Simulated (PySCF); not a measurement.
A GIAO shielding run with PySCF 2.14.0 with density-fitted response routines (density fitting, non-relativistic, gas phase) on `C[C@@H]1C(=O)N(C)C[C@@H]1F`, C$_{6}$H$_{10}$FNO:

```
$ OMP_NUM_THREADS=1 python probes_run.py task.json out

{"job": {"kind": "nmr", "xc": "PBE0", "basis": "pcSseg-1"}, "charge": 0, "multiplicity": 1}
C     -2.333845    -0.298961     0.918741
C     -1.199552    -0.177951    -0.090297
C      0.020905    -1.013311     0.308083
O      0.010855    -2.133514     0.760873
N      1.124462    -0.283632     0.037516
C      2.465738    -0.758011     0.235280
C      0.861221     1.021223    -0.515739
C     -0.635060     1.236937    -0.265035
F     -0.793517     1.978559     0.886917
H     -3.225707     0.207585     0.557242
H     -2.041870     0.139557     1.869483
H     -2.555154    -1.351026     1.077211
H     -1.535546    -0.546012    -1.065957
H      2.999368    -0.814080    -0.717011
H      2.400166    -1.752949     0.672647
H      3.011076    -0.096665     0.912540
H      1.091655     1.049331    -1.588473
H      1.452720     1.788249    -0.006372
H     -1.127717     1.813920    -1.053768
```

Hardware: 1 thread of an Intel Xeon, shared host. The job also computes population analyses, field gradients, ring-centre shieldings.

Q: How large is the calculation?

A: 70 electrons, 203 basis functions and 1044 auxiliary functions.

Q: How long does it take, and how much memory does it need?

A: 110 s of wall time, with 14 SCF cycles and 5 response iterations; peak memory 1 GiB. Times on a shared host scatter by some tens of per cent.
